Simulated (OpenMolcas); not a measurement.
## Re3+ in a point-charge field

Re3+ among 5 point charges of -0.5 e arranged as a trigonal bipyramid (D3h), 2.01 Å from the ion, with the axial distance 1.829 Å.
```
   2.0100    0.0000    0.0000  -0.50
  -1.0050    1.7407    0.0000  -0.50
  -1.0050   -1.7407    0.0000  -0.50
   0.0000    0.0000    1.8291  -0.50
   0.0000    0.0000   -1.8291  -0.50
```

```
Program             : OpenMolcas 26.06
Method              : CASSCF
Basis               : ANO-RCC-VTZP [8s7p5d3f2g1h]
Scalar Hamiltonian  : DKH2, point nucleus
Active space        : 4 electrons in 5 orbitals (5d)
State averaging     : 2S+1 = 5 even, 5 roots; 2S+1 = 3 even, 45 roots; 2S+1 = 1 even, 50 roots
Spin-orbit coupling : RASSI with atomic mean-field integrals over the reference wave functions
```

The lowest spin-free states (labels of D3, the rotations of D3h), above the lowest:

```
   State  Degeneracy  E (cm-1)  Free-ion L (%)
     5A1           1       0.0         D (100)
      5E           2      4971         D (100)
      5E           2      5747         D (100)
     3A2           1     17269          H (79)
     3A1           1     17277          H (79)
      3E           2     17581          H (81)
     3A2           1     19052          P (65)
      3E           2     19097          H (60)
      3E           2     19680          H (35)
     3A2           1     20898          H (79)
      3E           2     21981         H (100)
     3A1           1     21995          G (85)
      3E           2     22243          H (48)
      3E           2     22538          F (58)
      3E           2     23114          F (76)
     3A1           1     24183          F (57)
     3A2           1     24188          F (57)
2S+1 = 1           2     24471         I (100)
      3E           2     24548          G (81)
     1A1           1     25834          I (71)
```

The lowest levels with spin-orbit coupling:

```tsv
E (cm-1)	Degeneracy	Label	2S+1	g
0.0	1	A1	5 (81 %)	
1607	2	E	5	0.00 0.00 3.80
3603	2	E	5	0.00 0.00 7.66
4607	1	A2	5 (89 %)	
5615	1	A1	5	
6831	2	E	5	0.00 0.00 1.63
8291	2	E	5	0.00 0.00 4.95
8317	2	E	5	0.00 0.00 5.16
9300	1	A2	5	
9316	1	A1	5	
9316	1	A2	5	
10015	1	A1	5 (88 %)	
10651	2	E	5 (88 %)	0.00 0.00 1.49
11199	2	E	5 (85 %)	0.00 0.00 4.86
11514	1	A1	5 (81 %)	
11515	1	A2	5 (81 %)	
11818	2	E	5 (81 %)	0.00 0.00 11.54
16776	1	A1	3 (68 %)	
18247	1	A2	3 (79 %)	
18250	1	A1	3 (79 %)
```

Electric-dipole absorption from the lowest level at this geometry, strongest bands:

```json
{"E (cm-1)": "3603", "λ (nm)": "2780", "Label": "E", "f": "2.54e-06"}
{"E (cm-1)": "8317", "λ (nm)": "1200", "Label": "E", "f": "1.01e-05"}
{"E (cm-1)": "11199", "λ (nm)": "893", "Label": "E", "f": "1.57e-05"}
{"E (cm-1)": "11515", "λ (nm)": "868", "Label": "A2", "f": "7.57e-06"}
{"E (cm-1)": "11818", "λ (nm)": "846", "Label": "E", "f": "3.00e-05"}
{"E (cm-1)": "18247", "λ (nm)": "548", "Label": "A2", "f": "5.71e-06"}
{"E (cm-1)": "18347", "λ (nm)": "545", "Label": "E", "f": "1.30e-06"}
{"E (cm-1)": "19050", "λ (nm)": "525", "Label": "E", "f": "4.37e-05"}
{"E (cm-1)": "23510", "λ (nm)": "425", "Label": "E", "f": "1.23e-06"}
{"E (cm-1)": "28473", "λ (nm)": "351", "Label": "E", "f": "2.42e-06"}
{"E (cm-1)": "28935", "λ (nm)": "346", "Label": "E", "f": "2.74e-06"}
{"E (cm-1)": "31212", "λ (nm)": "320", "Label": "E", "f": "1.02e-06"}
```

Powder χT (cm3 K/mol): 0.00153 at 2 K, 0.00763 at 10 K, 0.0381 at 50 K, 0.0763 at 100 K, 0.153 at 200 K, 0.229 at 300 K. The effective moment at 300 K is 2.828 √(χT) = 1.35 μB.

Spin-orbit coupling mixes the spin-free states strongly: the lowest level takes only 46 % from its leading state, 5A1. Without dynamic correlation the repulsion within the d shell is too large (B by tens of per cent), so at a given field states of lower spin stand too high. Point charges give a weaker field than real ligands, and real ions of this kind are as a rule low spin; the high spin found here belongs to the model. Point charges carry no covalency, so the field is a model and not that of real ligands. No measured value stands beside these numbers.

With an even number of electrons the g values are those of a degenerate or nearly degenerate non-Kramers pair.
